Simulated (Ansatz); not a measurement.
Basis sets compared for the cluster Li₁₄⁺. Total charge 1; doublet. Geometry PBE/def2-SVP. Ansatz on 4 threads of Intel Xeon 6975P-C on a shared host; times are rough, and most runs start from earlier orbitals.

Cartesian coordinates in Å:
```
Li -1.0389 -1.3358 -3.0676
Li -1.3822 1.0410 1.3072
Li 2.9011 -0.8971 -0.2812
Li -2.0931 -1.5055 0.1735
Li 1.5777 0.9320 -2.8190
Li -2.1920 -0.4961 3.5572
Li 0.1378 1.7946 3.5034
Li 0.3676 -0.5983 -0.9632
Li 1.9358 -2.0702 -3.0019
Li 0.4883 -3.2670 -0.6265
Li 1.1768 1.8280 0.4841
Li -1.0640 3.8654 1.2788
Li 0.4508 -0.9777 1.9494
Li -1.2656 1.6866 -1.4944
```

The structure comes from a short search, and lower isomers may exist.

```csv
level,functions,energy (Eh),HOMO (eV),LUMO (eV),wall time
PBE/def2-SVP,126,-104.7743,-5.50,-5.04,7.5 s
PBE0/def2-SVP,126,-104.8304,-5.93,-4.50,11 s
```

Task: Estimate the rows for PBE/def2-TZVP (with forces), PBE0/def2-TZVP.

Result: 
| level | functions | energy (Eh) | HOMO (eV) | LUMO (eV) | wall time |
| --- | --- | --- | --- | --- | --- |
| PBE/def2-TZVP (with forces) | 196 | -104.8633 | -5.57 | -5.11 | 4.1 s |
| PBE0/def2-TZVP | 196 | -104.9185 | -5.99 | -4.59 | 4.4 s |
